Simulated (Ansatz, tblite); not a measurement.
Cost and result up the ladder for GeF3⁻ (the lowest singlet isomer of a short search) (4 atoms). The state is a singlet with charge -1. Geometry: r2SCAN-D4/def2-TZVPD.

```xyz
4

Ge   -0.2012   -0.6082   -0.3167
F    -0.2332   -0.4184    1.4895
F     1.4757    0.0606   -0.5167
F    -1.0413    0.9661   -0.6562
```

Ansatz on 4 threads of Intel Xeon on a shared host; xTB runs through tblite on one thread. Times are rough, summed over both states, and most runs start from the orbitals of an earlier one. PBE0-D4/def2-TZVPD serves as the yardstick here, not as an exact answer. The other state is a doublet.

The xTB rows come from tblite. The structure comes from a short search, and lower isomers may exist.

Raw xTB energies of ions are shifted by several eV.

```json
{"level": "GFN2-xTB", "functions": "21", "wall time": "0.01 s", "vertical IE (eV)": "9.04", "difference from PBE0-D4/def2-TZVPD (eV)": "4.84"}
{"level": "GFN1-xTB", "functions": "21", "wall time": "0.012 s", "vertical IE (eV)": "8.21", "difference from PBE0-D4/def2-TZVPD (eV)": "4.01"}
{"level": "PBE-D4/def2-TZVPD (with forces)", "functions": "174", "wall time": "5.9 s", "vertical IE (eV)": "4.04", "difference from PBE0-D4/def2-TZVPD (eV)": "-0.16"}
{"level": "PBE0-D4/def2-TZVPD", "functions": "174", "wall time": "8.9 s", "vertical IE (eV)": "4.20", "difference from PBE0-D4/def2-TZVPD (eV)": "0.00"}
{"level": "r2SCAN-D4/def2-TZVPD", "functions": "174", "wall time": "9.5 s", "vertical IE (eV)": "4.08", "difference from PBE0-D4/def2-TZVPD (eV)": "-0.11"}
```
